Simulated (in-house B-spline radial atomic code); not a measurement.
Inner-shell binding energies (edges) and X-ray emission energies of free atoms and ions, as differences of relaxed hole-state energies with first-order Breit, QED and recoil terms, without correlation or multiplet splittings, in NIST's listed ground configurations. For neutral atoms such line energies lie within some 1 to 5 eV of tabulated X-ray lines (up to 20 eV for the heaviest). Removing outer electrons raises all edges nearly alike, so lines move far less than edges. K = 1s, L1 = 2s. A dash marks a subshell that is part filled or wasn't run, or a line left out. Computed with a B-spline radial code for spherical atoms: Dirac-Hartree-Fock, average of the configuration, finite nuclei.

```
ion  configuration  K edge (eV)  L1 edge (eV)
  O   [He] 2s2 2p4       545.56        31.784
 O+   [He] 2s2 2p3            ?             ?
O2+   [He] 2s2 2p2       595.65        66.589
O3+   [He] 2s2 2p1            ?             ?
O4+       [He] 2s2       664.66        111.09
```

Fill in the row of O+.

K edge (eV): 568.13; L1 edge (eV): 47.895.

Fill in the row of O3+.

K edge (eV): 627.87; L1 edge (eV): 87.687.
